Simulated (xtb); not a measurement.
Cl₃In, charge -1, doublet, at a GFN2-xTB geometry (such geometries of metal compounds can be far from the true shape) (a state made from the parent by changing its charge; the spin is typed, not shown lowest). Base run: xtb with GFN0-xTB.

Here is a job for xtb.
```
$ xtb mol.xyz --gfn 0 --chrg -1 --uhf 1 --json

# file mol.xyz
4

In    -0.08596373    -0.39190952    -0.26174364
Cl     2.34211269     0.17501297    -0.18886085
Cl    -0.83055002    -0.66027628     2.10380886
Cl    -1.26378487     1.61488486    -1.16051046
```

Variants of this job, named by their change:

```tsv
change	ΔE vs base (kJ/mol)
base	0.00
acc = 30	0.00
acc = 1000	0.00
etemp = 10	0.00
acc = 0.0001	0.00
etemp = 3000	-1.13
```
